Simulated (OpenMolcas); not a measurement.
**Br II: effect of the active space**

- Program: OpenMolcas
- Method: CASSCF or its RAS form
- Basis: ANO-RCC-VTZP
- Scalar Hamiltonian: DKH2, point nucleus
- Spin-orbit coupling: RASSI with atomic mean-field integrals over the reference wave functions, term energies averaged over their components

A. 4 electrons in 3 orbitals (4p); 2S+1 = 3 even, 3 roots; 2S+1 = 1 even, 6 roots; cost roughly 2.1 core-seconds
B. 6 electrons in 4 orbitals (4s 4p); 2S+1 = 3 even, 3 roots; 2S+1 = 1 even, 6 roots; cost of the order of 6 core-seconds
C. 6 electrons in 8 orbitals (4s 4p 5s 5p); 2S+1 = 3 even, 3 roots; 2S+1 = 1 even, 6 roots; 2S+1 = 3 odd, 1 root; 2S+1 = 1 odd, 5 roots; cost roughly 26 core-seconds
D. 6 electrons in 9 orbitals (RAS2 4s 4p; RAS3 4d, at most 2 electrons); 2S+1 = 3 even, 3 roots; 2S+1 = 1 even, 6 roots; 2S+1 = 3 odd, 5 roots kept (CI in the orbitals of an earlier block); 2S+1 = 1 odd, 1 root; cost of the order of 19 core-seconds

Energies in cm⁻¹ above 4s² 4p⁴ ³P₂, the measured ground level; measured values from NIST Handbook of Basic Atomic Spectroscopic Data.

```json
{"Level": "4s² 4p⁴ ³P₂", "A": "0.0", "B": "0.0", "C": "0.0", "D": "0.0", "Measured": "0.0"}
{"Level": "4s² 4p⁴ ³P₁", "A": "2839", "B": "2839", "C": "2766", "D": "2801", "Measured": "3136"}
{"Level": "4s² 4p⁴ ³P₀", "A": "3682", "B": "3558", "C": "3433", "D": "3570", "Measured": "3837"}
{"Level": "4s² 4p⁴ ¹D₂", "A": "14461", "B": "14460", "C": "14247", "D": "13709", "Measured": "12089"}
{"Level": "4s² 4p⁴ ¹S₀", "A": "33610", "B": "26732", "C": "26051", "D": "29061", "Measured": "27867"}
```

Deviations, from unrounded energies. A percentage is the sum of absolute deviations over the sum of measured energies, with the sign that they share, or ± where signs differ.

```csv
Against measurement,Levels,A,B,C,D
mean absolute deviation (cm-1),4,2100,1000,1200,850
fine structure of the ground term (%),2,-6.5,-8.3,-11.1,-8.6
other terms of the ground configuration (%),2,+20.3,±8.8,±9.9,+7.0
```

D lies closest to measurement on these levels and A furthest from it. The largest miss of D in the table is 4s² 4p⁴ ¹D₂, by +1600 cm-1. The ranking rests on the paired levels alone, and a cruder setting can come out closer through cancelling errors.

Among A to D the level of the table that moves most is 4s² 4p⁴ ¹S₀, by 7600 cm-1 (lowest in C, highest in A).

Without dynamic correlation excited terms often stand tens of per cent too high (terms of higher spin than the ground term too low), and those without a measured partner can miss by more than the paired ones. With the s shell closed, the reference lacks s² → p² mixing (holds for A). No level of 4s 4p⁵ was computed, though it lies in the active space (holds for B; D). The run also gave levels led by 4s² 4p³ 5s, which use shells meant for correlation; these and all levels above them are left out (holds for C). The run also gave levels led by 4s² 4p³ 4d, which use shells meant for correlation; these and all levels above them are left out (holds for D). Computed and measured levels are paired by configuration, term and J; levels that our copy of the source lacks, or whose pairing is in doubt (as where it misses far off the trend of its configuration), stay unpaired and out of the deviations. Only configurations of the active space appear. Levels that lie high or do not pair safely by name in every column are left out.
